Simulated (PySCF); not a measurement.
Electronic absorption of C4H8SSi

C₄H₈SSi.
SMILES: `C=C[SiH]1CSC1`

Level of theory: PySCF 2.14.0, density-fitted response routines, TDDFT PBE0/def2-SVPD, vertical, gas phase, core orbitals frozen in the response. Isolated species at its GFN2-xTB geometry (one conformer only). Torsions of this conformer, `[CH2:1]=[CH:2][SiH:3]1[CH2:4][S:5][CH2:6]1`: C1–C2–Si3–C4 -133°.

```csv
state,E (eV),λ (nm),ν̃ (cm⁻¹),f,|μ| (D),symmetry,"main configurations (H = HOMO, L = LUMO)"
S1,4.10,302.2,33090,0.0000,0.00,–,H→L (92%)
S2,5.36,231.2,43260,0.0001,0.06,–,H→L+1 (89%)
S3,5.48,226.3,44200,0.0014,0.26,–,H-1→L (97%)
S4,5.53,224.1,44620,0.018,0.93,A′,"H→L+2 (79%), H→L+3 (14%)"
S5,5.94,208.9,47870,0.0035,0.40,A′,"H→L+3 (85%), H→L+2 (11%)"
S6,6.20,199.9,50030,0.028,1.09,A′,H→L+4 (88%)
S7,6.44,192.6,51930,0.0066,0.52,A′,"H→L+5 (76%), H→L+6 (8%)"
S8,6.46,191.9,52120,0.360,3.83,A′,H-2→L (86%)
```

Triplets (Tamm–Dancoff): T1 3.85 eV, H→L (82%), H→L+1 (14%); T2 4.25 eV, H-2→L (70%), H-3→L (13%), H-2→L+1 (10%); T3 5.12 eV, H-1→L (89%).

The lowest singlet comes at 302 nm (396 kJ/mol) in the ultraviolet; it is dark (f under 0.0005); its leading configuration is HOMO→LUMO (92%). The most intense listed level is S8 at 6.46 eV (192 nm, f = 0.360), 2.36 eV above S1. It is the last of those listed, so stronger ones may follow. Löwdin shares by element: HOMO sulfur 70%, carbon 20% or more; LUMO carbon 52% or more, silicon 12%, sulfur 11% (atoms not listed hold the other 25%). Weighted by f, the mean energy of these states is 6.40 eV. Of the 8 states listed, 3 reach f = 0.01 and 2 stay under 0.0005. Orbital energies (eV): HOMO-3 -9.12, HOMO-2 -8.14, HOMO-1 -7.74, HOMO -6.22, LUMO -0.99, LUMO+1 0.34, LUMO+2 0.51. Symmetry labels in Cs follow from the direction of the transition dipole and are given only for states with f of 0.002 or more. Only the lowest 8 singlets were computed, as vertical energies without vibronic structure.
